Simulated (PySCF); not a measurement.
## Bond curve of NdC

Set-up: basis Nd x2c-SVPall, C x2c-SVPall; spin-free X2C with a Gaussian nucleus; PySCF 2.14. Energies in eV from Nd (4f4 6s2) + C in their ground configurations at the same level. State: quintet, about 3.2 electrons in the 4f shell (Mulliken), real f orbitals that mix terms.

```
R (Å)  BHandHLYP     PBE
1.594     -1.020  -2.416
1.668     -1.770  -3.144
1.742     -2.208  -3.575
1.797     -2.377  -3.753
1.853     -2.439  -3.833
1.909     -2.412  -3.838
1.983     -2.267  -3.755
2.075     -1.957  -3.558
2.187     -1.463  -3.256
2.335     -0.842  -2.829
```

Q: Put a parabola through the three lowest points of the BHandHLYP curve and estimate Re, k and ωe (reduced mass 11.06 u; 1 eV/Å² = 0.16022 mdyn/Å; ωe = 1302.8·√(k/μ) cm⁻¹).

A: Through R = 1.797, 1.853, 1.909 Å the second-order coefficient is 14.2 eV/Å², so Re ≈ 1.864 Å, k ≈ 4.55 mdyn/Å and ωe ≈ 835 cm⁻¹. A polynomial fit of higher order to the unrounded BHandHLYP energies gives Re = 1.862 Å, k = 4.41 mdyn/Å, ωe = 822 cm⁻¹; anharmonicity and rounding make the difference.

The higher-order fit for each curve: BHandHLYP: Re = 1.862 Å, ωe = 822 cm⁻¹, De = 2.44 eV; PBE: Re = 1.884 Å, ωe = 724 cm⁻¹, De = 3.84 eV.

⟨S²⟩ of the unrestricted solution departs from its pure value on part of the curve, where spin states mix. Spin–orbit coupling is left out, which matters for elements this heavy, above all for dissociation energies. The state is the lowest single determinant that the PBE0 search found; with open d or f shells the true ground state can be another one.
